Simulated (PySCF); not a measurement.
## Unknown: peak-picked proton spectrum

Formula C$_{5}$H$_{8}$O$_{2}$. The spectrum was simulated from the full spin Hamiltonian at 400 MHz with 1.0 Hz Lorentzian lines, from shifts rounded to 0.01 ppm and J to 0.1 Hz, couplings under 1 Hz left out. Exchangeable protons (1H) are left uncoupled and out of the list.

Maxima in ppm (height), grouped by integral:
1H: 6.100 (7), 6.074 (9), 6.073 (10), 6.056 (9), 6.046 (8), 6.030 (12), 6.029 (12), 6.003 (10)
1H: 5.631 (36), 5.587 (30)
1H: 5.474 (35), 5.446 (31)
1H: 3.200 (4), 3.182 (12), 3.174 (5), 3.164 (13), 3.156 (12), 3.146 (5), 3.138 (12), 3.121 (4)
3H: 1.369 (100), 1.351 (98)

[PySCF: structure optimised with GFN2-xTB; J couplings at B3LYP/pcJ-1 (without the spin–dipole term); shielding tensors at PBE0/pcSseg-1 (GIAO); averaged over atoms made equivalent by symmetry, fast rotation or ring inversion; relativity neglected; one computed conformer; no solvent model]

δ = σ(ref) − σ, references computed at the same level: TMS for $^{1}$H (31.72 ppm).

(1) Analyse the multiplets.

(2) What is the compound?

Answers

(1) $^{1}$H NMR (400 MHz, computed): δ 6.05 (ddd, J = 17.6, 11.2, 10.4 Hz, 1H), 5.93 (br s, 1H), 5.61 (d, J = 17.6 Hz, 1H), 5.46 (d, J = 11.2 Hz, 1H), 3.16 (dq, J = 10.4, 7.1 Hz, 1H), 1.36 (d, J = 7.1 Hz, 3H). These are first-order names from the parameters used; overlap and second-order distortion can hide them in the list.

(2) `InChI=1S/C5H8O2/c1-3-4(2)5(6)7/h3-4H,1H2,2H3,(H,6,7)/t4-/m0/s1`.

Atoms are numbered as in `[CH2:1]=[CH:2][C@H:3]([CH3:4])[C:5](=[O:6])[OH:7]`. Hydrogens are named by the atom that carries them. Ha(C1) is cis to C3; Hb(C1) is trans to C3.

δ 6.05: H(C2), hydrogen on an alkene CH, coupled to Ha(C1) (17.6 Hz), Hb(C1) (11.2 Hz), H(C3) (10.4 Hz). δ 5.93: H(O7), hydrogen on an acid hydroxyl oxygen. δ 5.61: Ha(C1), hydrogen on a terminal =CH2 carbon, coupled to H(C2) (17.6 Hz). δ 5.46: Hb(C1), hydrogen on a terminal =CH2 carbon, coupled to H(C2) (11.2 Hz). δ 3.16: H(C3), hydrogen on an sp3 CH α to a carbonyl, coupled to H(C2) (10.4 Hz), H(C4) (7.1 Hz). δ 1.36: H(C4), hydrogen on a methyl carbon, coupled to H(C3) (7.1 Hz).

The shifts were computed for this structure.

The OH or NH signal is concentration- and solvent-dependent in practice; the value given is the gas-phase one. Splittings below 1 Hz are ignored in the labels, and close J values are merged. Unscaled 3J(H,H) at this level run about 10 % above measured values. Couplings across =CH–CH2 type bonds come from one rotamer and its mirror image, and can be 1–2 Hz further off. 3J across rotatable bonds or in flexible rings reflects this conformer alone.
